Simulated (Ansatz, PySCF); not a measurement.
CH2Cl2, charge +1, doublet, at a GFN2-xTB geometry (a state made from the parent by changing its charge; the spin is typed, not shown lowest). Base run: MP2/def2-SVPD in PySCF.

Here is a job for PySCF.
```python
from pyscf import gto, scf, mp

mol = gto.M(
    atom='''
Cl   -1.481313    0.222517   -0.019464
C    -0.006502   -0.724822    0.054761
Cl    1.485072    0.196458   -0.012190
H    -0.014020   -1.320082    0.987986
H    -0.010861   -1.453565   -0.778434
''',
    basis='def2-svpd',
    charge=1,
    spin=1,
    verbose=4,
)

mf = scf.UHF(mol)
mf.kernel()

pt = mp.MP2(mf)
pt.kernel()
print('E(MP2) = %.10f' % pt.e_tot)
```

The same geometry, method and basis name were run in Ansatz (a quantum-chemistry and plane-wave program) and PySCF, at each program's defaults and at the settings that a row names. The base is PySCF at its defaults. Differences at the defaults can come from grids, fitting, cores and function types together. The rows with settings made alike still differ; the cause (another SCF solution, basis table, core potential or functional code) wasn't traced.

| code and settings | ΔE vs base (mEh) | basis functions | E (Eh) | SCF cycles |
|---|---|---|---|---|
| PySCF, defaults (exact integrals, spherical functions, all electrons correlated) | 0.000 | 90 | -957.76405 | 13 |
| Ansatz, defaults (factorised integrals, spherical functions, frozen core) | 38.760 | 90 | -957.72529 | - |
| PySCF, frozen core | 23.338 | 90 | -957.74071 | 13 |
| Ansatz, high accuracy, frozen core | 38.758 | 90 | -957.72529 | - |

Open shells are given as the SCF converged; they aren't shown to be the lowest states, and a large step between rows can be another state.
